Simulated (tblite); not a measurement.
Isomers of C7H6Cl (doublet state). Level: GFN2-xTB in tblite, geometry and Hessian alike; calculated harmonic values, unscaled, isolated species. Against measured fundamentals such values can be off by several per cent, at times by over 20. One conformer each. Open shells enter through the occupations alone, without spin polarisation, and single modes of such species can be off by tens of per cent.

Electronic energies: GFN2-xTB at the same geometries; isomer energies are rough at this level and their order can be wrong.

| SMILES | electronic energy, lowest = 0 (kcal/mol) |
| --- | --- |
| C[C@]12C=C[C]1C=C2Cl | 51.8 |
| C[C@@]12[C]=C[C@@H]1C=C2Cl | 61.8 |
| C[C@@]12C=[C][C@@H]1C=C2Cl | 61.4 |
| Cc1cc[c]cc1Cl | 0.0 |

Question: How do GFN2-xTB zero-point energies change the relative energies?

Answer: 
```tsv
SMILES	ZPE (kcal/mol)	of it from modes above 1550 cm⁻¹	electronic (kcal/mol)	with ZPE, lowest = 0 (kcal/mol)	lowest mode (cm⁻¹)	rings
Cc1cc[c]cc1Cl	64.3	28.5	0.0	0.0	106	1
C[C@]12C=C[C]1C=C2Cl	63.7	26.5	51.8	51.1	120	2
C[C@@]12C=[C][C@@H]1C=C2Cl	63.8	31.1	61.4	60.9	130	2
C[C@@]12[C]=C[C@@H]1C=C2Cl	63.7	31.0	61.8	61.2	131	2
```

The zero-point energies span 0.6 kcal/mol, from `C[C@]12C=C[C]1C=C2Cl` to `Cc1cc[c]cc1Cl`. The order is unchanged.

Question: What do entropy and thermal enthalpy add at 298.15 K and 1 bar (rigid rotor, harmonic oscillator, one conformer each)?

Answer: 
```json
{"SMILES": "Cc1cc[c]cc1Cl", "point group": "Cs", "symmetry number": "1", "S (cal/(mol K))": "86.8", "H − H(0) (kcal/mol)": "5.29", "ZPE + H − H(0) − TS (kcal/mol)": "43.7"}
{"SMILES": "C[C@]12C=C[C]1C=C2Cl", "point group": "C1", "symmetry number": "1", "S (cal/(mol K))": "86.7", "H − H(0) (kcal/mol)": "5.31", "ZPE + H − H(0) − TS (kcal/mol)": "43.1"}
{"SMILES": "C[C@@]12C=[C][C@@H]1C=C2Cl", "point group": "C1", "symmetry number": "1", "S (cal/(mol K))": "86.3", "H − H(0) (kcal/mol)": "5.27", "ZPE + H − H(0) − TS (kcal/mol)": "43.3"}
{"SMILES": "C[C@@]12[C]=C[C@@H]1C=C2Cl", "point group": "C1", "symmetry number": "1", "S (cal/(mol K))": "86.3", "H − H(0) (kcal/mol)": "5.27", "ZPE + H − H(0) − TS (kcal/mol)": "43.2"}
```

S holds R ln(2S + 1) for the spin.
